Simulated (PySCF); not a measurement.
# Nuclear quadrupole coupling in `COC[SiH]1[SiH2][SiH2][SiH2][SiH2]1`

Compound: C₂H₁₄OSi₅.
Numbering: `[CH3:1][O:2][CH2:3][SiH:4]1[SiH2:5][SiH2:6][SiH2:7][SiH2:8]1` (hydrogens: H9, H10, H11 on C1; H12, H13 on C3; H14 on Si4; H15, H16 on Si5; H17, H18 on Si6; H19, H20 on Si7; H21, H22 on Si8)

Geometry (GFN2-xTB, Å), atoms numbered from 1 in this order:
```
atom  x, y, z in Å
C1     1.738    0.266   -1.863
O2     1.026    0.092   -0.668
C3     1.845   -0.092    0.479
Si4    0.530   -0.287    1.859
Si5   -0.695    1.676    1.512
Si6   -1.852    1.274   -0.477
Si7   -1.876   -1.033   -0.829
Si8   -0.734   -2.033    0.947
H9     2.363   -0.609   -2.079
H10    2.381    1.153   -1.811
H11    1.003    0.393   -2.656
H12    2.487   -0.972    0.345
H13    2.507    0.772    0.610
H14    1.305   -0.484    3.099
H15    0.142    2.885    1.483
H16   -1.603    1.923    2.643
H17   -1.253    2.000   -1.606
H18   -3.215    1.832   -0.432
H19   -3.250   -1.552   -0.947
H20   -1.289   -1.402   -2.124
H21    0.080   -3.194    0.556
H22   -1.651   -2.588    1.956
```

Field gradients from the PBE0/pcSseg-1 density (PySCF, non-relativistic), principal values in atomic units, ordered |Vxx| ≤ |Vyy| ≤ |Vzz|:

| atom | Vxx | Vyy | Vzz |
| --- | --- | --- | --- |
| O2 | 0.0341 | 1.9541 | -1.9882 |

Question: Find the asymmetry η = (Vxx − Vyy)/Vzz and the couplings χ = eQV/h (234.96 MHz × Q in barn × V in au), with Q(17O) = −0.0256 b.

Answer: 
| atom | environment | nucleus | η | χzz (MHz) | χxx (MHz) | χyy (MHz) |
| --- | --- | --- | --- | --- | --- | --- |
| O2 | ether oxygen | 17O | 0.97 | 11.96 | -0.20 | -11.75 |

At O2 η is above 0.9: Vyy and Vzz are nearly equal in size and opposite in sign, so a small change could swap them and flip the sign of χzz. The tensor is traceless: Vxx + Vyy + Vzz = 0.

Question: What is Vzz at O2 in SI units (1 au = 9.71736 × 10²¹ V/m²)?

Answer: -1.9882 au = -19.320 × 10²¹ V/m².

Question: And the gradient at the other heavy atoms, for which no coupling is worked out here?

Answer: 
| atom | environment | Vzz (au) | η |
| --- | --- | --- | --- |
| C1 | methoxy carbon | 0.387 | 0.08 |
| C3 | sp3 carbon bound to oxygen | 0.427 | 0.25 |
| Si4 | SiH silicon | -0.140 | 0.95 |
| Si5 | SiH2 silicon | 0.119 | 0.52 |
| Si6 | SiH2 silicon | 0.112 | 0.44 |
| Si7 | SiH2 silicon | 0.113 | 0.44 |
| Si8 | SiH2 silicon | 0.118 | 0.52 |

Question: What couplings would deuterons (Q(2H) = 0.00286 b) have in place of the hydrogens, at this geometry?

Answer: 
```csv
atom,bonded to,bond length (Å),Vzz (au),η,χzz (kHz)
H9,C1,1.097,0.2899,0.08,195
H10,C1,1.097,0.2898,0.08,195
H11,C1,1.089,0.3048,0.07,205
H12,C3,1.097,0.2951,0.09,198
H13,C3,1.097,0.2953,0.09,198
H14,Si4,1.475,0.1581,0.02,106
H15,Si5,1.471,0.1631,0.01,110
H16,Si5,1.472,0.1618,0.01,109
H17,Si6,1.469,0.1650,0.01,111
H18,Si6,1.473,0.1603,0.00,108
H19,Si7,1.473,0.1602,0.00,108
H20,Si7,1.469,0.1648,0.01,111
H21,Si8,1.471,0.1627,0.01,109
H22,Si8,1.472,0.1615,0.01,109
```

Geometry: GFN2-xTB, one conformer, isolated molecule. GFN2-xTB bond lengths can be off by several hundredths of an ångström, more for odd bonds, and the gradients follow them. These gradients aren't converged with respect to the basis.

The run behind these numbers computed NMR shieldings as well. Time: 82 s wall; peak memory 1.2 GiB. Hardware: one thread of an Intel Xeon, no GPU, shared host with 64 logical CPUs at a one-minute load of 63.
